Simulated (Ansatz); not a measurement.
VO₂. Charge 0, multiplicity 4. Geometry PBE-D4/def2-TZVP.

```xyz
3

V     0.950   -0.353   -0.481
O    -0.777   -0.446    0.101
O    -0.173    0.799    0.380
```

LC-ωPBE has ω = 0.4 bohr⁻¹. The structure holds one bond between oxygen atoms, so isomers without such links may lie far lower. At PBE-D4/def2-TZVP the charge 0 quartet is spin-contaminated (final ⟨S²⟩ up to 3.87, 3.75 for a pure state). The structure comes from a short search, and lower isomers may exist.

Problem. Estimate the α-spin orbital energies around the gap (eV) in Ansatz with HF/STO-3G, HF/def2-TZVP, PBE-D4/def2-TZVP, BLYP-D4/def2-TZVP, LC-ωPBE/def2-TZVP.

Solution. 
```
orbital  HF/STO-3G  HF/def2-TZVP  PBE-D4/def2-TZVP  BLYP-D4/def2-TZVP  LC-ωPBE/def2-TZVP
HOMO−13     -91.40        -87.90            -67.84             -67.66             -74.32
HOMO−12     -60.89        -57.54            -42.93             -42.79             -48.94
HOMO−11     -60.58        -57.16            -42.67             -42.52             -48.82
HOMO−10     -60.43        -56.98            -42.66             -42.52             -48.81
 HOMO−9     -34.58        -36.07            -27.13             -26.85             -32.20
 HOMO−8     -25.40        -27.10            -19.40             -19.21             -24.12
 HOMO−7     -12.24        -15.18            -10.95             -10.75             -14.61
 HOMO−6     -11.35        -14.63            -10.09              -9.92             -14.05
 HOMO−5     -10.73        -13.55             -9.85              -9.71             -13.99
 HOMO−4      -8.84        -11.83             -7.06              -6.92             -10.54
 HOMO−3      -7.93        -11.34             -5.57              -5.46              -9.70
 HOMO−2      -7.02        -10.94             -4.75              -4.67              -8.86
 HOMO−1      -6.09         -9.46             -4.37              -4.24              -8.83
   HOMO      -5.72         -8.35             -4.20              -4.14              -8.14
   LUMO       5.71         -0.73             -3.49              -3.35              -0.19
 LUMO+1       7.21          2.32             -3.06              -2.97               0.47
 LUMO+2       7.41          2.90             -2.50              -2.40               1.00
 LUMO+3       8.31          3.52              0.08               0.24               2.93
 LUMO+4      12.52          4.43              0.37               0.42               3.88
 LUMO+5      17.20          5.06              1.38               1.51               4.62
 β HOMO      -6.11         -8.60             -5.59              -5.48              -9.26
 β LUMO       4.51         -0.30             -2.51              -2.83              -0.17
```
